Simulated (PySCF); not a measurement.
Species: CH₈GeOSi.
Geometry (PBE0-D3(BJ)/def2-SVP, Å), atoms numbered from 1 in this order:
```
atom  x, y, z in Å
O1     1.662    0.839    1.002
Si2    1.215   -0.705    0.546
C3    -0.222   -0.667   -0.657
Ge4   -1.534    0.730   -0.238
H5     2.007    1.419    0.317
H6     2.373   -1.438   -0.062
H7     0.807   -1.380    1.808
H8    -0.731   -1.646   -0.642
H9     0.132   -0.506   -1.689
H10   -2.827    0.499   -1.046
H11   -0.966    2.112   -0.612
H12   -1.875    0.714    1.263
```

Linear response at CAM-B3LYP/def2-SVPD (PySCF, frozen core in the response, non-relativistic). Isolated species at its PBE0-D3(BJ)/def2-SVP geometry (one conformer only). The CAM-B3LYP/def2-SVPD calculation is non-relativistic and has no spin–orbit coupling, an omission that weighs most on germanium.

Static isotropic polarisability: 74.74 au (11.08 Å³), principal values 67.7, 69.9, 86.6 au.

Question: What is the polarisability at 1064 nm and at the sodium D line?

Answer: 75.46 au at 1064 nm (+1.0 %), 77.15 au at 589.3 nm (+3.2 %). The rise at 589.3 nm is 3.36 times that at 1064 nm; a pure ω² law gives 3.26. The lowest singlet lies at 173 nm, shorter than both wavelengths.

Question: What is the isotropic C6 coefficient between two such molecules, C6 = (3/π)∫α(iω)² dω?

Answer: 2022 au (Eh·bohr⁶) by a ten-point quadrature over imaginary frequencies, which is 1210 eV·Å⁶ or 117 J·nm⁶/mol.

Question: Which effective excitation energy ω̄ makes London's formula C6 = (3/4)α²ω̄ exact here?

Answer: ω̄ = 4·C6/(3α²) = 0.483 Eh = 13.1 eV. A one-pole form α(ω) = α/(1 − ω²/ω̄²) fitted to the 1064 nm value gives 11.9 eV. London's choice of the ionisation energy (10.47 eV, ΔSCF at the same level) gives C6 = 1610 au, 20 % too low.

Question: How anisotropic is the static polarisability, by Δα² = ½[(α1 − α2)² + (α2 − α3)² + (α3 − α1)²]?

Answer: Δα = 17.9 au, or 0.24 of the isotropic value.

Question: How many electrons N does the Slater–Kirkwood formula C6 = (3/4)·√N·α^(3/2) need to give this C6?

Answer: N = (4·C6/3)²/α³ = 17.4; the species has 68 electrons in all.

Question: What n − 1 at the D line would an ideal gas of it have at 273.15 K and 1 atm (2.6868 × 10¹⁹ cm⁻³), by n − 1 = 2π·N·α′?

Answer: 19.30 × 10⁻⁴, a formal value whether or not that pressure can be reached.

Question: What three-body coefficient follows from the one-pole estimate C9 = (3/4)·α·C6?

Answer: 113000 au. This is an estimate from the two numbers above, not a computed integral.

Time: 4.1 min; peak memory 0.84 GiB. Hardware: one thread of an AMD EPYC, shared host with 64 logical CPUs at a one-minute load of 47. This is the whole response run at CAM-B3LYP/def2-SVPD, SCF included.
